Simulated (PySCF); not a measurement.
BrCl.
SMILES: `ClBr`

Computed, not measured: PBE0-D3(BJ)/def2-SVP geometry optimisation, gas phase (PySCF).

Take the most abundant isotopes and a rigid rotor. 

Q: What are the moment of inertia and the rotational constant?

A: I = 113.552 u·Å², B = 505379 MHz·u·Å²/I = 4451 MHz (0.1485 cm⁻¹, or 0.214 K as hB/k). For two atoms I = μr² with μ = 24.2317 u and r = 2.1647 Å.

Q: List the first levels of a rigid rotor in a Σ state.

A: E(J) = BJ(J+1): J = 1: 0.297, J = 2: 0.891, J = 3: 1.781, J = 4: 2.969, J = 5: 4.454, J = 6: 6.235 cm⁻¹.

Q: Where do the first rotational lines fall?

A: The dipole is 0.55 D; J+1 ← J lies at 2B(J+1): 1 ← 0 at 8.90 GHz, 2 ← 1 at 17.80 GHz, 3 ← 2 at 26.70 GHz, 4 ← 3 at 35.60 GHz, 5 ← 4 at 44.51 GHz, 6 ← 5 at 53.41 GHz.

PBE0-D3(BJ)/def2-SVP frequencies: not computed here. Constants of a rigid frame at the computed geometry: no zero-point averaging, no centrifugal distortion.
